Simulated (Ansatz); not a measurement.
Cost and result for the atomization energy of CH7FGeSi, SMILES `F[CH]([SiH3])[GeH3]` (11 atoms, 10 bonds).

```xyz
11

F     0.887    1.278   -1.193
C     0.540    0.076   -0.557
Si    1.031    0.167    1.266
Ge   -1.387   -0.263   -0.867
H     1.101   -0.728   -1.048
H     0.250    1.232    1.945
H     0.716   -1.150    1.883
H     2.483    0.450    1.401
H    -1.664   -0.235   -2.377
H    -2.217    0.819   -0.160
H    -1.739   -1.646   -0.294
```

The species carries charge 0 and has multiplicity 1. Correlated methods include outer-core shells of Ge, which these sets cover unevenly. Scalar relativity is left out up to krypton. All single points use the PBE0-D4/def2-TZVP geometry. Program: Ansatz. All runs use 4 threads of an Arm Neoverse V1 on a shared host. Times are those of one run each, without the atoms' runs, and a repeat can differ threefold. Electronic energies, without spin–orbit coupling; frozen cores. CCSD(T)/CBS adds CCSD(T) − MP2 in def2-TZVPP to the MP2 limit, and its time is that of the two runs behind it. T1 = 0.012. With those shells the extrapolation isn't a true limit. B3LYP takes the VWN-RPA correlation (the form of Gaussian; ORCA's B3LYP/G).

CCSD(T)/CBS is a level of theory with its own doubt, some kJ/mol a heavy atom from the limit and from the frozen cores, so smaller differences don't rank the functionals.

```tsv
level	functions	wall time	atomization (kJ/mol)	difference from CCSD(T)/CBS	per bond
PBE-D4/def2-TZVPP (with forces)	250	2.7 s	3369.7	-10.1	-1.0
PBE0-D4/def2-TZVPP	250	3.6 s	3334.6	-45.2	-4.5
B3LYP-D4/def2-TZVPP (with forces)	250	5.5 s	3358.0	-21.8	-2.2
r2SCAN-D4/def2-TZVPP (with forces)	250	6 s	3370.4	-9.4	-0.9
B2PLYP/def2-TZVPP	250	6 s	3320.0	-59.8	-6.0
ωB97X-V/def2-TZVPP	250	9.5 s	3394.3	14.5	1.4
ωB97M-V/def2-TZVPP (with forces)	250	14 s	3363.8	-16.0	-1.6
MP2/def2-QZVPP	483	27 s	3345.3	-34.5	-3.5
CCSD(T)/def2-TZVPP	250	3.6 min	3304.6	-75.2	-7.5
CCSD(T)/CBS(def2)	–	4 min	3379.8	0.0	0.0
```

The D4 term adds +35.5 kJ/mol with B3LYP and +18.6 kJ/mol with PBE0; it sums over pairs of atoms, weighted by their polarisabilities, and B3LYP, whose exchange is more repulsive, gets the larger term. From PBE to PBE0 (25 % exact exchange), in def2-TZVPP and without D4, the atomization energy moves by −31.7 kJ/mol: exact exchange takes away binding that semilocal exchange gives to molecules. In def2-TZVPP, CCSD(T) changes the Hartree–Fock value by +823.8 kJ/mol (the triples alone add +38.8 kJ/mol) and MP2 by +820.2 kJ/mol; breaking electron pairs costs correlation energy, which Hartree–Fock lacks.
